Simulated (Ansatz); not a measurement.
# Nudged elastic band run: BrCl₄GeH

Input:

```yaml
crystal:
  periodic: [false, false, false]
  atoms:
    - { symbol: Ge, position_ang: [0.517146, 0.0, -0.233891] }
    - { symbol: Cl, position_ang: [0.418234, 0.0, 1.895958] }
    - { symbol: Cl, position_ang: [2.554699, 0.0, -0.827142] }
    - { symbol: Cl, position_ang: [-0.445345, 1.736727, -0.978499] }
    - { symbol: Cl, position_ang: [-0.445345, -1.736727, -0.978499] }
    - { symbol: Br, position_ang: [-3.959767, 0.0, 1.966063] }
    - { symbol: H, position_ang: [-2.655223, 0.0, 2.49501] }
basis:
  gaussian: { orbitals: def2-SVP }
hamiltonian:
  xc: hf
neb:
  order_check: false
  images: 9
  f_tol: 0.05
  max_iterations: 60
  final_atoms:
    - { symbol: Ge, position_ang: [-0.70569922, 0.00248153, -0.89596964] }
    - { symbol: Cl, position_ang: [-0.40626118, -0.00977967, 4.47228371] }
    - { symbol: Cl, position_ang: [0.96631007, 0.00606337, 0.43463188] }
    - { symbol: Cl, position_ang: [-0.60388184, 1.7315231, -2.12563273] }
    - { symbol: Cl, position_ang: [-0.60187597, -1.73354342, -2.11558241] }
    - { symbol: Br, position_ang: [-2.62947936, 0.00645715, 0.31431578] }
    - { symbol: H, position_ang: [-0.0347135, -0.00320206, 3.25495341] }
  initial_path:
    images:
      - { positions_ang: [[0.517146, 0.0, -0.233891], [0.418234, 0.0, 1.895958], [2.554699, 0.0, -0.827142], [-0.445345, 1.736727, -0.978499], [-0.445345, -1.736727, -0.978499], [-3.959767, 0.0, 1.966063], [-2.655223, 0.0, 2.49501]] }
      - { positions_ang: [[0.41632068, 0.0, -0.18389132], [0.32292345, 0.0, 2.03378982], [2.46900605, 0.0, -0.79467286], [-0.55860724, 1.7516816, -0.93318551], [-0.55860724, -1.7516816, -0.93318551], [-3.68219889, 0.0, 1.73206138], [-2.4244378, 0.0, 2.41808399]] }
      - { positions_ang: [[0.31549536, 0.0, -0.13389164], [0.2276129, 0.0, 2.17162164], [2.38331309, 0.0, -0.76220371], [-0.67186948, 1.7666362, -0.88787201], [-0.67186948, -1.7666362, -0.88787201], [-3.40463079, 0.0, 1.49805976], [-2.1936526, 0.0, 2.34115797]] }
      - { positions_ang: [[0.21467004, 0.0, -0.08389196], [0.13230234, 0.0, 2.30945346], [2.29762014, 0.0, -0.72973457], [-0.78513171, 1.7815908, -0.84255852], [-0.78513171, -1.7815908, -0.84255852], [-3.12706268, 0.0, 1.26405815], [-1.96286741, 0.0, 2.26423196]] }
      - { positions_ang: [[0.11384472, 0.0, -0.03389228], [0.03699179, 0.0, 2.44728528], [2.21192718, 0.0, -0.69726542], [-0.89839395, 1.7965454, -0.79724503], [-0.89839395, -1.7965454, -0.79724503], [-2.84949458, 0.0, 1.03005653], [-1.73208221, 0.0, 2.18730594]] }
      - { positions_ang: [[0.01301939, 0.0, 0.0161074], [-0.05831876, 0.0, 2.5851171], [2.12623423, 0.0, -0.66479628], [-1.01165619, 1.8115, -0.75193153], [-1.01165619, -1.8115, -0.75193153], [-2.57192647, 0.0, 0.79605491], [-1.50129701, 0.0, 2.11037993]] }
      - { positions_ang: [[-0.13072433, 0.00049631, -0.16630801], [-0.12790724, -0.00195593, 2.96255042], [1.89424939, 0.00121267, -0.44491065], [-0.93010132, 1.79550462, -1.02667177], [-0.92970015, -1.79590868, -1.02466171], [-2.58343705, 0.00129143, 0.69970709], [-1.20798031, -0.00064041, 2.33929463]] }
      - { positions_ang: [[-0.27446805, 0.00099261, -0.34872342], [-0.19749573, -0.00391187, 3.33998375], [1.66226456, 0.00242535, -0.22502502], [-0.84854645, 1.77950924, -1.30141201], [-0.8477441, -1.78031737, -1.29739188], [-2.59494763, 0.00258286, 0.60335926], [-0.9146636, -0.00128082, 2.56820932]] }
      - { positions_ang: [[-0.41821178, 0.00148892, -0.53113883], [-0.26708421, -0.0058678, 3.71741707], [1.43027973, 0.00363802, -0.00513939], [-0.76699158, 1.76351386, -1.57615225], [-0.76578806, -1.76472605, -1.57012206], [-2.6064582, 0.00387429, 0.50701144], [-0.6213469, -0.00192124, 2.79712402]] }
      - { positions_ang: [[-0.5619555, 0.00198523, -0.71355423], [-0.3366727, -0.00782374, 4.09485039], [1.1982949, 0.0048507, 0.21474624], [-0.68543671, 1.74751848, -1.85089249], [-0.68383201, -1.74913474, -1.84285224], [-2.61796878, 0.00516572, 0.41066361], [-0.3280302, -0.00256165, 3.02603871]] }
      - { positions_ang: [[-0.70569922, 0.00248153, -0.89596964], [-0.40626118, -0.00977967, 4.47228371], [0.96631007, 0.00606337, 0.43463188], [-0.60388184, 1.7315231, -2.12563273], [-0.60187597, -1.73354342, -2.11558241], [-2.62947936, 0.00645715, 0.31431578], [-0.0347135, -0.00320206, 3.25495341]] }
```

Launched with:

```bash
$ ansatz run input.yaml --threads 4 --pin off --max-ram 5120MiB --backend cpu --events-out ev --progress --plain --runs-dir out
```

Output, in part (warnings, iteration lines, the closing report on the highest movable image, with atoms numbered from 0):

```
NEB end point (image 0): max|allowed force component| = 2.981e-3 eV/Å (the criterion of neb.relax_end_points is 1.000e-2)
NEB end point (image 10): max|allowed force component| = 2.838e-2 eV/Å (the criterion of neb.relax_end_points is 1.000e-2)
NEB iter   1: max|band force component| = 2.231e1 eV/Å  barrier→ = 4.4465 eV  barrier← = 4.4527 eV  Δτ_max = 0.2000 Å  (378 SCF iters)
NEB iter   2: max|band force component| = 5.441e0 eV/Å  barrier→ = 3.3576 eV  barrier← = 3.3638 eV  Δτ_max = 0.2000 Å  (312 SCF iters)
NEB iter   3: max|band force component| = 2.672e0 eV/Å  barrier→ = 2.7845 eV  barrier← = 2.7907 eV  Δτ_max = 0.1998 Å  (304 SCF iters)
NEB iter   4: max|band force component| = 1.852e0 eV/Å  barrier→ = 2.2406 eV  barrier← = 2.2468 eV  Δτ_max = 0.2000 Å  (295 SCF iters)
NEB iter   5: max|band force component| = 1.234e0 eV/Å  barrier→ = 2.6580 eV  barrier← = 2.6642 eV  Δτ_max = 0.2000 Å  (286 SCF iters)
NEB iter   6: max|band force component| = 1.090e0 eV/Å  barrier→ = 2.5805 eV  barrier← = 2.5868 eV  Δτ_max = 0.1826 Å  (297 SCF iters)
NEB iter   7: max|band force component| = 6.429e-1 eV/Å  barrier→ = 2.5624 eV  barrier← = 2.5686 eV  Δτ_max = 0.2000 Å  (292 SCF iters)
NEB iter   8: max|band force component| = 4.400e0 eV/Å  barrier→ = 2.8528 eV  barrier← = 2.8590 eV  Δτ_max = 0.1005 Å  (295 SCF iters)
NEB iter   9: max|band force component| = 6.193e-1 eV/Å  barrier→ = 2.4975 eV  barrier← = 2.5037 eV  Δτ_max = 0.1187 Å  (286 SCF iters)
NEB iter  10: max|band force component| = 4.498e-1 eV/Å  barrier→ = 2.4495 eV  barrier← = 2.4557 eV  CI = image 4  Δτ_max = 0.0966 Å  (293 SCF iters)
NEB iter  11: max|band force component| = 1.383e-1 eV/Å  barrier→ = 2.4387 eV  barrier← = 2.4449 eV  CI = image 4  Δτ_max = 0.0300 Å  (287 SCF iters)
NEB iter  12: max|band force component| = 5.623e-2 eV/Å  barrier→ = 2.4368 eV  barrier← = 2.4431 eV  CI = image 4  Δτ_max = 0.0082 Å  (284 SCF iters)
NEB iter  13: max|band force component| = 3.906e-2 eV/Å  barrier→ = 2.4363 eV  barrier← = 2.4425 eV  CI = image 4  Δτ_max = 0.0000 Å  (544 SCF iters)
Total energy: -176473.93771853 eV, -6485.2975928248 hartree
Atom 0 at    -0.272618     0.000342    -0.076490 Å, force     0.045965    -0.000193     0.028482 eV/Å
Atom 1 at     0.048493    -0.001701     2.335523 Å, force     0.009401     0.000525    -0.023948 eV/Å
Atom 2 at     1.880404     0.001049    -0.296576 Å, force    -0.007772    -0.000185     0.006032 eV/Å
Atom 3 at    -0.757368     1.857317    -0.988121 Å, force    -0.009900    -0.013139    -0.013580 eV/Å
Atom 4 at    -0.756973    -1.857729    -0.985910 Å, force    -0.010010     0.013206    -0.014061 eV/Å
Atom 5 at    -2.769001     0.001473     1.077071 Å, force    -0.020360    -0.000140    -0.001580 eV/Å
Atom 6 at    -1.388537    -0.000750     2.273503 Å, force    -0.007324    -0.000075     0.018657 eV/Å
Dipole moment:     0.172086    -0.000330     0.258415 e Å
```

It converged. Neighbouring images differ by up to 1.4 eV, so the band resolves the path poorly. A vibrational analysis at the climbing image gives one clearly imaginary mode, 885i cm⁻¹: a first-order saddle point. The orbitals stay closed-shell, which can raise the energy where a bond breaks towards radicals; this wasn't checked here.

Final band (atoms are numbered from 1 in the order of the input):

```
image  path coordinate (Å)  energy (kcal/mol)  Ge1–Cl2 (Å)  Br6–H7 (Å)  Ge1–Br6 (Å)
    0                 0.00                0.0         2.13        1.41         4.99
    1                 0.66                0.4         2.13        1.41         4.42
    2                 1.31                4.5         2.15        1.41         3.81
    3                 1.97               23.0         2.21        1.44         3.19
    4                 2.63               56.2         2.43        1.83         2.75
    5                 3.31               37.8         2.95        2.21         2.44
    6                 4.00               18.4         3.53        2.40         2.33
    7                 4.69                5.8         4.11        2.58         2.30
    8                 5.38                0.9         4.75        2.89         2.29
    9                 6.06                0.2         5.29        3.31         2.28
   10                 6.75               -0.1         5.38        3.92         2.27
```

The run took 3.8 min on 4 threads of Arm Neoverse V2 (shared host), peak memory 0.48 GiB.
